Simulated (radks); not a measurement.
The platinum ion Pt+, configuration [Xe] 4f14 5d9 (the NIST ground configuration).

Method: Dirac Kohn-Sham, PBE, spin-unpolarised, spherical densities, point nucleus; open shells are shared between the two j in proportion to 2j + 1; speed of light set to 102.777 atomic units (0.75 times the physical value, a model run); computed with a radial shooting solver on a logarithmic mesh with Libxc functionals.

Energy parts (eV):
| part | energy |
|---|---|
| total | -536359.93 |
| kinetic | 730542.65 |
| electron-nucleus | -1457888.00 |
| Hartree | 201476.45 |
| exchange-correlation | -10491.02 |

Orbitals (lengths in bohr, moments of r in powers of bohr; r(max) is where P^2 peaks):
\begin{tabular}{lrrrr}
orbital & occ. & eigenvalue (eV) & <r> & r(max) \\ \hline
1s1/2 & 2 & -86631.82 & 0.01497 & 0.008428 \\
2s1/2 & 2 & -16054.98 & 0.06240 & 0.05343 \\
2p1/2 & 2 & -15328.50 & 0.04985 & 0.03681 \\
2p3/2 & 4 & -11468.30 & 0.06629 & 0.05128 \\
3s1/2 & 2 & -3797.422 & 0.1678 & 0.1552 \\
3p1/2 & 2 & -3491.012 & 0.1580 & 0.1438 \\
3p3/2 & 4 & -2632.491 & 0.1889 & 0.1733 \\
3d3/2 & 4 & -2189.325 & 0.1643 & 0.1342 \\
3d5/2 & 6 & -2042.602 & 0.1728 & 0.1416 \\
4s1/2 & 2 & -846.3599 & 0.3768 & 0.3553 \\
4p1/2 & 2 & -718.6819 & 0.3785 & 0.3532 \\
4p3/2 & 4 & -510.8901 & 0.4453 & 0.4137 \\
4d3/2 & 4 & -327.6668 & 0.4557 & 0.4076 \\
4d5/2 & 6 & -297.3295 & 0.4761 & 0.4248 \\
5s1/2 & 2 & -137.8929 & 0.8621 & 0.7896 \\
5p1/2 & 2 & -96.3431 & 0.9309 & 0.8340 \\
4f5/2 & 6 & -71.6919 & 0.5229 & 0.3868 \\
4f7/2 & 8 & -65.9591 & 0.5367 & 0.3952 \\
5p3/2 & 4 & -61.4234 & 1.127 & 0.9940 \\
5d3/2 & 3.6 & -15.5368 & 1.599 & 1.236 \\
5d5/2 & 5.4 & -13.1610 & 1.730 & 1.314 \\
\end{tabular}

The highest occupied level is 5d5/2 at -13.161 eV. The density falls to 0.001 e/bohr^3 at r = 3.91 bohr.
